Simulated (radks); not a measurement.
Question: Successive ionisation energies (eV) of one element, from differences of total energies of ions in their ground configurations, starting at charge 3: 52.482, 67.425, 97.819, 114.05, 349.34, 404.79, 462.95, 523.67, 589.17, 654.52, 749.75. Method: Dirac Kohn-Sham, LDA (Slater exchange, Perdew-Wang correlation), spin-unpolarised, spherical densities, finite nucleus; open shells fill j = l - 1/2 first; Fermi nuclear charge, rms radius 3.3654 fm; computed with a radial shooting solver on a logarithmic mesh with Libxc functionals. Which element is it?

Answer: Chlorine (Z = 17). The first species listed is Cl3+ in [Ne] 3s2 3p2, the last Cl13+ in [He] 2s2.
